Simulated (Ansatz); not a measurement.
Consider the ligand exchange at the Si–S bond: `C=CS[SiH3]` + `[OH][Al]([OH])[OH]` → `[OH][Al]([OH])[O][SiH3]` + `C=CS`.

Gas-phase electronic energies from Ansatz, PBE0-D4/def2-TZVP geometries. CCSD(T)/CBS is the MP2 limit (def2-TZVPP, def2-QZVPP) plus CCSD(T) − MP2 in def2-TZVPP, frozen cores. This one scheme is used for every species. Functionals use def2-TZVPP. Each species was taken in one conformer, which may not be the lowest.

Q: Is it downhill or uphill in electronic energy at CCSD(T)/CBS, and by how much? (Best estimate.)

A: The calculation gave: Downhill: ΔE = -52.0 kJ/mol.

Q: What do these levels give: PBE-D4, r2SCAN-D4, PBE0-D4, ωB97X-V, ωB97M-V, B2PLYP, r2SCAN, PBE0, CCSD/def2-TZVPP, CCSD(T)/def2-TZVPP, HF/CBS(def2), MP2/CBS(def2)? (Estimate.)

A: Ansatz gave: PBE-D4 -37.7, r2SCAN-D4 -51.0, PBE0-D4 -43.5, ωB97X-V -53.7, ωB97M-V -52.9, B2PLYP -57.7, r2SCAN -51.4, PBE0 -45.4, CCSD/def2-TZVPP -59.4, CCSD(T)/def2-TZVPP -55.1, HF/CBS(def2) -79.7, MP2/CBS(def2) -48.4 kJ/mol.

Largest T1 diagnostic among the species: 0.012.

The D4 term adds +3.8 kJ/mol with B3LYP and +1.9 kJ/mol with PBE0; it sums over pairs of atoms, weighted by their polarisabilities, and B3LYP, whose exchange is more repulsive, gets the larger term. In def2-TZVPP, CCSD(T) changes the Hartree–Fock value by +22.0 kJ/mol (the triples alone add +4.3 kJ/mol) and MP2 by +25.6 kJ/mol.

B3LYP here is the variant with VWN-RPA as its local correlation; programs differ in this.
